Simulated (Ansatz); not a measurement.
A nudged elastic band was laid between two geometries of BH5N2 + ClH (10 atoms, charge 0, multiplicity 1).

Level of theory: RKS BLYP-D4/def2-SVPD (Ansatz 0.2.0).

| Item | Value |
| --- | --- |
| movable images | 5 |
| climbing image | yes |
| spring | 5.0 eV/Å² |
| optimiser | quadratic models (default) |
| start path | through a guess of the saddle point |
| force threshold | 0.05 eV/Å |
| iteration limit | 60 |
| end points | relaxed |

First end point:

```xyz
10
Properties=species:S:1:pos:R:3
B -0.027 -0.149 -0.254
H -0.054 -0.241 0.960
N 1.241 -0.080 -0.888
H 2.113 -0.099 -0.367
H 1.375 -0.004 -1.894
N -1.265 -0.116 -0.946
H -2.159 -0.160 -0.467
H -1.355 -0.043 -1.958
Cl -0.149 2.454 2.341
H -0.106 1.340 1.644
```

Last end point:

```xyz
10
Properties=species:S:1:pos:R:3
B -0.039 0.746 -0.675
H -0.050 -0.493 2.491
N 1.232 0.168 -0.910
H 1.366 -0.753 -1.320
H 2.097 0.646 -0.674
N -1.277 0.130 -0.980
H -1.359 -0.794 -1.397
H -2.168 0.582 -0.795
Cl -0.085 2.409 0.072
H -0.102 0.259 2.358
```

Problem. What changes between the two ends?

Solution. Bonds broken: B1–H2, Cl9–H10. Bonds formed: B1–Cl9, H2–H10. BH5N2 + ClH becomes BClH4N2 + H2.

Problem. What energy profile does the band end with?

Solution. It converged. The highest image is number 3 of 0 to 6, 1.39 eV above the first end and 1.88 eV above the last; the last end lies 0.49 eV below the first. The profile has 2 maxima (images 3, 5) with wells between them (image 4): this band takes more than one step, which may be the mechanism or a detour left from its start path. A structure lower than the first end lies on the path between it and the top, so the climb from that side starts below the end, which may itself be a saddle point or a shallow side well. Neighbouring images differ by up to 1.9 eV, so the band resolves the path poorly. A vibrational analysis at the climbing image gives one clearly imaginary mode, 718i cm⁻¹: a first-order saddle point. The orbitals stay closed-shell, which can raise the energy where a bond breaks towards radicals; this wasn't checked here.

| image | path coordinate (Å) | energy (eV) | B1–H2 (Å) | Cl9–H10 (Å) | B1–Cl9 (Å) |
| --- | --- | --- | --- | --- | --- |
| 0 | 0.00 | 0.00 | 1.22 | 1.32 | 3.68 |
| 1 | 3.55 | -0.02 | 1.21 | 1.34 | 4.31 |
| 2 | 7.09 | 0.00 | 1.22 | 1.31 | 3.79 |
| 3 | 10.64 | 1.39 | 1.44 | 1.78 | 2.36 |
| 4 | 13.44 | -0.49 | 3.78 | 3.20 | 1.82 |
| 5 | 16.24 | 0.01 | 4.05 | 3.04 | 1.84 |
| 6 | 19.04 | -0.49 | 3.40 | 3.14 | 1.82 |

Problem. What is the geometry of the highest image?

Solution. 
```xyz
10
Properties=species:S:1:pos:R:3
B -0.033 0.230 -0.116
H 0.131 -0.170 1.253
N 1.245 0.020 -0.694
H 1.376 0.169 -1.693
H 2.109 0.102 -0.164
N -1.289 -0.104 -0.680
H -2.156 0.359 -0.424
H -1.378 -0.818 -1.399
Cl -0.391 2.385 0.785
H 0.000 0.728 1.303
```

The run took 3.8 min on 4 threads of Arm Neoverse V2 (shared host), peak memory 0.17 GiB.
